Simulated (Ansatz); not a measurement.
Ansatz (a quantum-chemistry and plane-wave program) input (B3LYP/def2-TZVPD):

Ansatz 0.2 input:
```yaml
crystal:
  periodic: [false, false, false]
  atoms:
    - {symbol: C, position_ang: [-0.41881768, -1.23006350, -1.35863742]}
    - {symbol: Si, position_ang: [0.00000000, -0.00000000, 0.00000000]}
    - {symbol: C, position_ang: [0.08935093, 1.73112907, -0.72771468]}
    - {symbol: C, position_ang: [-1.33106310, -0.05421326, 1.32653385]}
    - {symbol: C, position_ang: [1.66052984, -0.44685231, 0.75981825]}
    - {symbol: H, position_ang: [-1.38094578, -0.99626165, -1.82070611]}
    - {symbol: H, position_ang: [-0.47799876, -2.24793439, -0.96582992]}
    - {symbol: H, position_ang: [0.33830460, -1.22190894, -2.14639414]}
    - {symbol: H, position_ang: [0.33171373, 2.47041023, 0.03947819]}
    - {symbol: H, position_ang: [-0.86327472, 2.02030350, -1.17798548]}
    - {symbol: H, position_ang: [0.85597566, 1.79465620, -1.50367351]}
    - {symbol: H, position_ang: [-2.31024966, 0.20157631, 0.91467631]}
    - {symbol: H, position_ang: [-1.40730264, -1.05009643, 1.76955249]}
    - {symbol: H, position_ang: [-1.11526121, 0.65168305, 2.13213998]}
    - {symbol: H, position_ang: [1.64023134, -1.45007761, 1.19223964]}
    - {symbol: H, position_ang: [2.45653469, -0.42405216, 0.01167542]}
    - {symbol: H, position_ang: [1.93227276, 0.25170187, 1.55482712]}
basis:
  gaussian:
    orbitals: def2-TZVPD
hamiltonian:
  xc: {name: B3LYP}
magnetization: {spin_polarized: true, initial_magnetization: 2}
```

End of the output:

```
integrals: 0.27 GiB planned
1597 factors; their error is unknown
0.46 GiB of the device are held for the grids
1.90 GiB of device memory are held for the factors and their scratch space
mean field: 2.55 GiB planned
mean field evaluation 1: about -12199.5053 eV, gradient 6.4e1 eV
mean field evaluation 2: about -12188.4065 eV, gradient 7.3e1 eV
mean field evaluation 4: about -12216.3746 eV, gradient 1.9e1 eV
mean field evaluation 8: about -12218.5698 eV, gradient 5.7e-1 eV
mean field evaluation 16: about -12218.5237 eV, gradient 6.9e-3 eV
mean field evaluation 32: about -12218.5877 eV, gradient 6.8e-5 eV
mean field evaluation 64: about -12218.5753 eV, gradient 4.9e-1 eV
mean field evaluation 96: about -12218.5236 eV, gradient 1.8e-6 eV
mean field evaluation 128: about -12218.5322 eV, gradient 1.3e0 eV
mean field evaluation 160: about -12217.7967 eV, gradient 1.3e0 eV
mean field evaluation 192: about -12218.5877 eV, gradient 1.1e-5 eV
mean field -12218.58767381 eV, -449.0248149562 hartree, gradient 1.1e-5 eV, S^2 2.004713; 7 other end points of the search recorded, 0 dependent functions left out
reference -12218.58797207 eV, -449.0248259171 hartree; 26, 24 occupied and 273, 275 virtual orbitals, 1597 factors
Total energy: -12218.58797207 eV, -449.0248259171 hartree
```

This state (charge 0, triplet) is run at the relaxed geometry of the species with charge 0 and multiplicity 1, and is a spin state other than that species' own.
